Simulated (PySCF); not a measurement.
# Interval between two levels of Ga by level of theory

Ga [Ar] 3d10 4s2 4p1 [2P3/2, M_J = 3/2] → Ga [Ar] 3d10 4s1 4p2 [4P5/2, M_J = 5/2], as a difference of total energies. Computed with PySCF 2.14 in x2c-TZVPall-2c, with the two-component X2C-1e Hamiltonian. Correlated levels: [Ne] frozen. "Screened" scales the spin-orbit matrix elements by Boettger's factors to mimic the two-electron term; Breit and QED terms are absent.

```tsv
method	interval between two levels (cm⁻¹)
GHF (spin-free)	26595
GMP2 (spin-free)	34662
GHF (screened spin-orbit)	26646
GMP2 (screened spin-orbit)	34714
```

The labels give the starting determinants; with spin-orbit coupling the two ends relaxed to ⟨J²⟩ = 3.76, ⟨L²⟩ = 2.01, ⟨S²⟩ = 0.76 and ⟨J²⟩ = 8.76, ⟨L²⟩ = 2.01, ⟨S²⟩ = 3.75.
